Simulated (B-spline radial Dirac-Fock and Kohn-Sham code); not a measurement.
## Binding energies of Lu⁵⁶⁺ at several levels of theory

System: Lu⁵⁶⁺, [Ne] 3s2 3p3.

The density-functional columns are spherical, spin-unpolarised Dirac-Kohn-Sham results without Breit or QED terms: −ε is minus the orbital energy of the initial state and ΔSCF the difference of two total energies. The reference in the last column comes from multi-electron Dirac-Fock with separately optimised hole states, Breit and Lamb-shift corrections added in first order. All numbers are from a radial B-spline solver, in eV; a selection of levels is shown. The Kohn-Sham columns are given as differences from the reference. For the 1s level of heavy atoms much of the gap between ΔSCF and the reference is the Breit and QED part, -303.4 eV here; for other levels the error of the functional can be larger.

```
     level  LDA −ε − DF  LDA ΔSCF − DF  Dirac-Fock
    K (1s)       -285.5         +293.5     67672.3
   L1 (2s)       -179.9          -38.0     15030.6
L3 (2p3/2)       -138.4          +16.6     13414.1
   M1 (3s)        -55.1           +3.9      5987.3
 M2,3 (3p)        -50.5          +10.0      5624.4
```

Values without a named source are computed, but for edge energies of neutral atoms, which are taken from tables.
